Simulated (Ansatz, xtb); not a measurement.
Stretching the Se1–H2 bond in SeH (multiplicity 2 held). Energies count from the point at 1.475 Å.


U- levels take the lowest unrestricted solution at each point, which mixes spins at long bonds. Full CI gives the lowest state of the spin. Curves can end on different states.

Frozen-core correlation. Filled d and f shells under p-block atoms count as core.

Run with Ansatz (Gaussian orbitals); xtb for the GFN methods. Each number belongs to the level named beside it. The GFN methods have no spin term and hold the electronic entropy of 300 K.

### Question
What is the computed energy at R = 5.900 Å (GFN2-xTB)?

### Answer
84.0 kcal/mol

### Question
Predict the energy at R = 5.900 Å from FCI/cc-pVDZ.

### Answer
71.2 kcal/mol

### Question
Estimate the energy at R = 5.900 Å that U-MP2/cc-pVDZ returns for this input.

### Answer
67.9 kcal/mol

Doubts at one or more of the structures used: a spin-contaminated determinant (U-MP2/cc-pVDZ).

Ansatz is a first-principles code.
